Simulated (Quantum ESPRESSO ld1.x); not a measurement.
The numbers below are computed, except where a source is named.
Task: All-electron atom: the chromium ion Cr+ in [Ar] 3d4 7d1 (not the ground configuration). Code: ld1.x of Quantum ESPRESSO 7.5. Model: non-relativistic Kohn-Sham, PBE, spin-unpolarised, spherical densities, point nucleus. Some entries of the table are withheld. Estimate them.

| orbital | occ. | eigenvalue (hartree) | <r^2> (bohr^2) |
|---|---|---|---|
| 1s | 2 | (1) | 0.005527 |
| 2s | 2 | -24.9115 | 0.1034 |
| 2p | 6 | -21.2786 | (2) |
| 3s | 2 | -3.38989 | 0.9460 |
| 3p | 6 | -2.37767 | 1.083 |
| 3d | 4 | -0.79153 | 1.929 |
| 7d | 1 | -0.04781 | 707.3 |

Result: 
(1) 1s eigenvalue (hartree): -215.129
(2) 2p <r^2> (bohr^2): 0.08376
